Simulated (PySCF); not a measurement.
## Rh⁴²⁺: ionisation energy

Rh⁴²⁺ [He] 2s1 [2s1/2^1, M_J = 1/2] → Rh⁴³⁺ 1s2, as a difference of total energies. Calculation: PySCF 2.14, in an even-tempered Gaussian basis (17 s from 21 bohr⁻², ratio 2.4; 12 p from 27 bohr⁻², ratio 2.4; 5 d from 84 bohr⁻², ratio 2.6; 4 f from 130 bohr⁻², ratio 2.6); the two-component X2C-1e Hamiltonian. Correlated levels: nothing frozen; the 32 highest virtual spinors dropped. "Screened" scales the spin-orbit matrix elements by Boettger's factors to mimic the two-electron term; Breit and QED terms are absent.

| method | ionisation energy (eV) | difference from reference (eV) |
| --- | --- | --- |
| GHF (screened spin-orbit) | 6627.7 | +4.4 |
| GMP2 (screened spin-orbit) | 6627.9 | +4.6 |

Reference: 6623.3 eV (theoretical estimate listed by NIST; NIST Atomic Spectra Database, ionization energies).

For this ion Breit and QED terms and the two-electron picture change, all absent here, outweigh the correlation shift from GHF to GMP2.
